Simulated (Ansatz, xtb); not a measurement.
Species: SiF2, charge 1, multiplicity 2. 
Geometry from a B3LYP-D3(BJ)/def2-TZVP (Ansatz, a first-principles code) optimisation:
```xyz
3

F     -1.3239    -0.3705     0.0614
Si    -0.0116     0.4321    -0.0096
F      1.3419    -0.3015    -0.0464
```
Charge +1, spin multiplicity 2.

Harmonic wavenumbers from GFN2-xTB (xtb, at its own minimum), cm⁻¹: 198, 910, 1065.

Give the harmonic wavenumbers at B3LYP-D3(BJ)/def2-TZVP (Ansatz, finite differences of forces, unscaled).

287, 920, 1107 cm⁻¹. Zero-point energy 3.3 kcal/mol.

From these and the geometry, give the ideal-gas thermochemistry at 298.15 K and 1 atm (rigid rotor, harmonic oscillator).

Point group C2v, rotational symmetry number 2. Rotational constants 52.98, 7.469, 6.546 GHz. S(trans) 38.48, S(rot) 20.97, S(vib) 1.68, S(elec, spin only) 1.38, S 62.5 cal/(mol K). H(298) - H(0) 2.69 kcal/mol; G - E(el) -12.6 kcal/mol.
